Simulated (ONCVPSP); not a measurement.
Debugging a pseudopotential input (platinum (Pt), ONCVPSP 4.0.1)

Command:

```bash
oncvpsp.x < Pt.dat > Pt.out
```

Input:

```
# ATOM AND REFERENCE CONFIGURATION
# atsym  z   nc   nv     iexc    psfile
  Pt 78.00   10    4        4      upf
#
#   n    l    f
    1    0    2.00
    2    0    2.00
    2    1    6.00
    3    0    2.00
    3    1    6.00
    3    2   10.00
    4    0    2.00
    4    1    6.00
    4    2   10.00
    4    3   14.00
    5    0    2.00
    5    1    6.00
    5    2    9.00
    6    0    1.00
#
# PSEUDOPOTENTIAL AND OPTIMIZATION
# lmax
    3
#
#   l,   rc,      ep,       ncon, nbas, qcut
    0    1.35    0.00    5   10    6.70
    1    1.35    0.00    4    7   10.60
    2    2.00    0.00    4    8    6.70
    3    2.20    0.27    4    8    4.50
#
# LOCAL POTENTIAL
# lloc, lpopt,  rc(5),   dvloc0
    4    5    1.20    0.00
#
# VANDERBILT-KLEINMAN-BYLANDER PROJECTORs
# l, nproj, debl
    0    2    3.80
    1    1   -1.00
    2    2    2.90
    3    1    3.50
#
# MODEL CORE CHARGE
# icmod, fcfact, rcfact
    3    5.50    1.30
#
# LOG DERIVATIVE ANALYSIS
# epsh1, epsh2, depsh
   -5.00    5.00    0.04
#
# OUTPUT GRID
# rlmax, drl
    6.00    0.01
#
# TEST CONFIGURATIONS
# ncnf
    4
# nvcnf
#   n    l    f
    4
    5    0    2.00
    5    1    6.00
    5    2    9.00
    6    0    0.00
#
    4
    5    0    2.00
    5    1    6.00
    5    2    8.00
    6    0    0.00
#
    4
    5    0    2.00
    5    1    6.00
    5    2    7.00
    6    0    0.00
#
    5
    5    0    2.00
    5    1    6.00
    5    2    9.00
    6    0    0.00
    6    1    1.00
#
```

This is an input that runs to its end, with one change: debl of l = 1 set to -1.00 Ha.

Problem. How does the run end?

Solution. The program refuses the input: "test_data: must have debl>0.0) 1".

```
ONCVPSP  (Optimized Norm-Conservinng Vanderbilt PSeudopotential)
scalar-relativistic version 4.0.1

test_data: must have debl>0.0)   1
ERROR: test_data found   1 ERROR; stopping
```
